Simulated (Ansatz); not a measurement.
# Ligand exchange: CBr3Cl + ZnHBr → CHBr2Cl + ZnBr2

Species: CBr3Cl (tribromochloromethane) `ClC(Br)(Br)Br`, singlet; ZnHBr `[ZnH][Br]`, singlet; CHBr2Cl (chlorodibromomethane) `ClC(Br)Br`, singlet; ZnBr2 `[Br][Zn][Br]`, singlet. The partners trade Br for H: C–Br and Zn–H bonds give way to C–H and Zn–Br.

Shapes, held fixed at every level: PBE0-D4/def2-TZVP. Programs: Ansatz 0.2.0. Electronic energies: no zero-point or thermal term.

| level | kind | ΔE (kJ/mol) | CPU time (sum over the molecules) |
| --- | --- | --- | --- |
| HF/def2-SVP | Hartree–Fock | -294.1 | – |
| HF/def2-TZVPP | Hartree–Fock | -290.1 | – |
| SPW92/def2-TZVPP | LDA | -206.4 | 13 s |
| PBE-D4/def2-TZVPP | GGA | -213.3 | 24 s |
| r2SCAN-D4/def2-TZVPP | meta-GGA | -230.3 | 50 s |
| B3LYP-D4/def2-TZVPP | global hybrid | -228.1 | 59 s |
| r2SCAN0-D4/def2-TZVPP | global hybrid | -244.2 | 69 s |
| wB97M-V/def2-TZVPP | range-separated hybrid | -230.3 | 2.1 min |

wB97M-V/def2-TZVPP gives ΔE = -230.3 kJ/mol; the levels span -294.1 to -206.4. The median of the levels is -230.3. No measured value is set beside it here. Relativity is left out for Br, Zn. Times are processor times on shared x86 and Arm servers, and rough.
